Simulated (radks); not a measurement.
Computed order of ionisation of bismuth. At each step one electron was removed from each of the four highest sub-shells of the ion before, moves of one valence electron (up to charge 6) and the configuration listed by NIST were tried, and the lowest configuration was kept. Method: scalar-relativistic Kohn-Sham, BLYP, spin-polarised, spherical densities, finite nucleus; Fermi nuclear charge, rms radius of each element as measured or else 0.836 A^(1/3) + 0.57 fm; computed with a radial shooting solver on a logarithmic mesh with Libxc functionals. Open shells are filled with parallel spins first.

Bi: lowest configuration found [Hg] 6p3; NIST configuration same; margin to the next tried (eV) 10.039; IE (eV) 8.268; NIST IE (eV) 7.286; kind exp.
Bi+: lowest configuration found [Hg] 6p2; NIST configuration same; margin to the next tried (eV) 9.246; IE (eV) 15.606; NIST IE (eV) 16.703; kind exp.
Bi2+: lowest configuration found [Hg] 6p1; NIST configuration same; margin to the next tried (eV) 10.352; IE (eV) 23.588; NIST IE (eV) 25.571; kind exp.
Bi3+: lowest configuration found [Hg]; NIST configuration same; margin to the next tried (eV) 11.661; IE (eV) 45.223; NIST IE (eV) 45.4; kind exp.
Bi4+: lowest configuration found [Xe] 4f14 5d10 6s1; NIST configuration same; margin to the next tried (eV) 13.466; IE (eV) 56.937; NIST IE (eV) 54.86; kind exp.
Bi5+: lowest configuration found [Xe] 4f14 5d10; NIST configuration same; margin to the next tried (eV) 18.255; IE (eV) 88.945; NIST IE (eV) 88; kind semi-emp.
Bi6+: lowest configuration found [Xe] 4f14 5d9; NIST configuration same; margin to the next tried (eV) 21.356; IE (eV) 106.41; NIST IE (eV) 103; kind theory
Bi7+: lowest configuration found [Xe] 4f14 5d8; NIST configuration same; margin to the next tried (eV) 72.262; IE (eV) 124.49; NIST IE (eV) 122; kind theory
Bi8+: lowest configuration found [Xe] 4f14 5d7; NIST configuration same; margin to the next tried (eV) 73.547; IE (eV) 143.13; NIST IE (eV) 143; kind theory
Bi9+: lowest configuration found [Xe] 4f14 5d6; NIST configuration same; margin to the next tried (eV) 74.851; IE (eV) 162.29; NIST IE (eV) 161; kind theory
Bi10+: lowest configuration found [Xe] 4f14 5d5; NIST configuration same; margin to the next tried (eV) 76.144; IE (eV) 187.36; NIST IE (eV) 183; kind theory
Bi11+: lowest configuration found [Xe] 4f14 5d4; NIST configuration same; margin to the next tried (eV) 72.015; IE (eV) 208.07; NIST IE (eV) 208; kind theory
Bi12+: lowest configuration found [Xe] 4f14 5d3; NIST configuration same; margin to the next tried (eV) 74.042; IE (eV) 229.22; NIST IE (eV) 229; kind theory
Bi13+: lowest configuration found [Xe] 4f14 5d2; NIST configuration same; margin to the next tried (eV) 76.189; IE (eV) 250.74; NIST IE (eV) 252; kind theory

Reference values: NIST Atomic Spectra Database (exp. = measured, semi-emp. = semi-empirical, theory = theoretical value adopted there). Open shells are spherical and high-spin; term and fine-structure splittings are not resolved. Spin-orbit splitting is averaged out at the scalar-relativistic level.

Beside tabulated values, note that scalar-relativistic runs lack spin-orbit coupling.
